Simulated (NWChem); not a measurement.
System: HfI3 cation; SMILES [I][Hf+]([I])[I]

Parts of the log:

```
             Northwest Computational Chemistry Package (NWChem) 7.3.0
             --------------------------------------------------------

 D3H symmetry detected

                             Geometry "geometry" -> ""
                             -------------------------

 Output coordinates in angstroms (scale by  1.889725989 to convert to a.u.)

  No.       Tag          Charge          X              Y              Z
 ---- ---------------- ---------- -------------- -------------- --------------
    1 Hf                  72.0000     0.00000000     0.00000000     0.00000000
    2 I                   53.0000    -1.86015580    -1.86015580     0.00000000
    3 I                   53.0000    -0.68086428     2.54102007     0.00000000
    4 I                   53.0000     2.54102007    -0.68086428     0.00000000

 Effective nuclear repulsion energy (a.u.)    3281.5534844158

      Symmetry information
      --------------------

 Group name             D3h
 Group number             27
 Group order              12
 No. of unique centers     2

 Summary of "ao basis" -> "ao basis" (spherical)
 ------------------------------------------------------------------------------
       Tag                 Description            Shells   Functions and Types
 ---------------- ------------------------------  ------  ---------------------
 Hf                         def2-svp                12       32   6s3p2d1f
 I                          def2-svp                10       26   4s4p2d

      Symmetry analysis of basis
      --------------------------

        a1'        21
        a1"         2
        a2'         7
        a2"        10
        e'         48
        e"         22

  Rotation of axis

            General Information
            -------------------
          SCF calculation type: DFT
          Wavefunction type:  closed shell.
          No. of atoms     :     4
          No. of electrons :    86
           Alpha electrons :    43
            Beta electrons :    43
          Charge           :     1
          Spin multiplicity:     1
          Use of symmetry is: on ; symmetry adaption is: on
          Maximum number of iterations: 150
          AO basis - number of functions:   110
                     number of shells:    42
          Convergence on energy requested:  1.00D-06
          Convergence on density requested:  1.00D-05
          Convergence on gradient requested:  5.00D-04

              XC Information
              --------------
          PerdewBurkeErnzerhof Exchange Functional  1.000
            Perdew 1991 LDA Correlation Functional  1.000 local
           PerdewBurkeErnz. Correlation Functional  1.000 non-local

             Grid Information
             ----------------
          Grid used for XC integration:  medium
          Radial quadrature: Mura-Knowles
          Angular quadrature: Lebedev.
          Tag              B.-S. Rad. Rad. Pts. Rad. Cut. Ang. Pts.
          ---              ---------- --------- --------- ---------
          Hf                  1.55      123          10.0       590
          I                   1.40      123          12.0       590
          Grid pruning is: on
          Number of quadrature shells:   246
          Spatial weights used:  Erf1

      Superposition of Atomic Density Guess
      -------------------------------------

 Sum of atomic energies:       -1093.31959992

 Renormalizing density from      87.00 to     86

      Non-variational initial energy
      ------------------------------

 Total energy =    -934.657785
 1-e energy   =   -2399.366341
 2-e energy   =    1065.906858
 HOMO         =      -0.569805
 LUMO         =      -0.255322

      Symmetry analysis of molecular orbitals - initial
      -------------------------------------------------

  Numbering of irreducible representations:

     1 a1'         2 a1"         3 a2'         4 a2"         5 e'
     6 e"

  Orbital symmetries:

     1 a1'         2 e'          3 e'          4 a1'         5 e'
     6 e'          7 e'          8 e'          9 a2'        10 a2"
    11 e"         12 e"         13 a1'        14 e'         15 e'
    16 a1'        17 e'         18 e'         19 a2'        20 a2"
    21 e"         22 e"         23 a1'        24 e"         25 e"
    26 e'         27 e'         28 a1"        29 e'         30 e'
    31 a2"        32 a1'        33 e'         34 e'         35 a1'
    36 e'         37 e'         38 e'         39 e'         40 e"
    41 e"         42 a2"        43 a2'        44 a1'        45 e"
    46 e"         47 e'         48 e'         49 a2"        50 a1'
    51 e'         52 e'         53 a1'

     ---------------------------------------------
      Total Density - Mulliken Population Analysis
     ---------------------------------------------

    Atom       Charge   Shell Charges
 -----------   ------   -------------------------------------------------------
    1 Hf  12     9.57   0.03 -0.30  1.75  0.51  0.50  0.07  5.48  0.62  0.05  0.59  0.23  0.05
    2 I   25    25.48   1.83  0.23  1.32  0.58  2.90  3.17  3.03  2.41  9.86  0.15
    3 I   25    25.48   1.83  0.23  1.32  0.58  2.90  3.17  3.03  2.41  9.86  0.15
    4 I   25    25.48   1.83  0.23  1.32  0.58  2.90  3.17  3.03  2.41  9.86  0.15

   convergence    iter        energy       DeltaE   RMS-Dens  Diis-err
 ---------------- ----- ----------------- --------- --------- ---------
 d= 0,ls=0.0,diis     1   -940.6214390960 -1.34D+03  6.30D-02  2.09D+00
 d= 0,ls=0.0,diis     2   -930.1066293011  1.05D+01  5.49D-02  5.16D+01
 d= 0,ls=0.0,diis     3   -940.9841354975 -1.09D+01  3.34D-03  1.20D-01
 d= 0,ls=0.0,diis     4   -940.9852494627 -1.11D-03  1.25D-03  5.46D-02
 d= 0,ls=0.0,diis     5   -940.9935509177 -8.30D-03  5.80D-04  7.47D-03
  Resetting Diis
 d= 0,ls=0.0,diis     6   -940.9947732893 -1.22D-03  2.44D-04  6.19D-04
 d= 0,ls=0.0,diis     7   -940.9948823176 -1.09D-04  1.99D-04  2.10D-05
 d= 0,ls=0.0,diis     8   -940.9948086840  7.36D-05  1.61D-04  4.30D-04
 d= 0,ls=0.0,diis     9   -940.9948861988 -7.75D-05  6.03D-06  2.16D-07
 d= 0,ls=0.0,diis    10   -940.9948862313 -3.25D-08  9.61D-07  1.22D-08

         Total DFT energy =     -940.994886231307
      One electron energy =    -2414.113703679393
           Coulomb energy =     1146.728142358976
    Exchange-Corr. energy =      -72.411022735771
 Nuclear repulsion energy =      398.801697824882

 Numeric. integr. density =       86.000000439756

                  Occupations of the irreducible representations
                  ----------------------------------------------

                     irrep           alpha         beta
                     --------     --------     --------
                     a1'               7.0          7.0
                     a1"               1.0          1.0
                     a2'               3.0          3.0
                     a2"               4.0          4.0
                     e'               20.0         20.0
                     e"                8.0          8.0

                       DFT Final Molecular Orbital Analysis
                       ------------------------------------

 Vector   41  Occ=2.000000D+00  E=-4.352190D-01  Symmetry=e'
              MO Center= -6.5D-01,  3.3D-01, -1.8D-12, r^2= 7.7D+00
   Bfn.  Coefficient  Atom+Function         Bfn.  Coefficient  Atom+Function
  ----- ------------  ---------------      ----- ------------  ---------------
    69     -0.363607  3 I  px                44      0.347355  2 I  py
    47      0.274876  2 I  py                72     -0.252012  3 I  px
    98      0.213261  4 I  px                95      0.210509  4 I  px
    70     -0.194432  3 I  py                 7      0.164155  1 Hf px
    73     -0.164198  3 I  py                43     -0.153778  2 I  px

 Vector   42  Occ=2.000000D+00  E=-4.325500D-01  Symmetry=a2"
              MO Center=  1.0D-11, -1.0D-11,  7.2D-16, r^2= 8.4D+00
   Bfn.  Coefficient  Atom+Function         Bfn.  Coefficient  Atom+Function
  ----- ------------  ---------------      ----- ------------  ---------------
    45      0.355504  2 I  pz                71      0.355504  3 I  pz
    97      0.355504  4 I  pz                48      0.283039  2 I  pz
    74      0.283039  3 I  pz               100      0.283039  4 I  pz
    42     -0.141629  2 I  pz                68     -0.141629  3 I  pz
    94     -0.141629  4 I  pz                 9     -0.121188  1 Hf pz

 Vector   43  Occ=2.000000D+00  E=-4.150014D-01  Symmetry=a2'
              MO Center= -3.0D-14,  5.6D-14, -2.7D-18, r^2= 8.7D+00
   Bfn.  Coefficient  Atom+Function         Bfn.  Coefficient  Atom+Function
  ----- ------------  ---------------      ----- ------------  ---------------
    69      0.365343  3 I  px                96     -0.365343  4 I  py
    72      0.291860  3 I  px                99     -0.291860  4 I  py
    43     -0.267449  2 I  px                44      0.267449  2 I  py
    46     -0.213657  2 I  px                47      0.213657  2 I  py
    66     -0.144502  3 I  px                93      0.144502  4 I  py

 Vector   44  Occ=0.000000D+00  E=-3.482711D-01  Symmetry=a1'
              MO Center= -5.2D-14, -3.4D-13, -3.8D-15, r^2= 2.3D+00
   Bfn.  Coefficient  Atom+Function         Bfn.  Coefficient  Atom+Function
  ----- ------------  ---------------      ----- ------------  ---------------
    18      0.781390  1 Hf d  0               5      0.409516  1 Hf s
     3     -0.287801  1 Hf s                  6      0.178246  1 Hf s
     2      0.163922  1 Hf s                 23      0.159618  1 Hf d  0
     4     -0.091797  1 Hf s                 35     -0.072105  2 I  s
    61     -0.072105  3 I  s                 87     -0.072105  4 I  s

[...]
```

Level: PBE/def2-SVP with def2 effective core potentials on I, Hf. Coordinates come from a PBE0/def2-SVP optimisation. No frequency run checked for a minimum. This spin state was assumed; another may lie lower. def2 effective core potentials on I, Hf; no spin-orbit coupling.

Which NWChem input produces such a log?

This is not unique; one that fits is the input that was run:
```
start job
memory heap 200 mb stack 900 mb global 1100 mb
charge 1
geometry units angstroms noautoz
  Hf     0.000000     0.000000     0.000000
  I     -1.860156    -1.860156     0.000000
  I     -0.680864     2.541020     0.000000
  I      2.541020    -0.680864     0.000000
end
basis spherical
  Hf library def2-svp
  I library def2-svp
end
ecp
  I library def2-ecp
  Hf library def2-ecp
end
dft
  xc xpbe96 cpbe96
  iterations 150
  mulliken
end
task dft energy
```
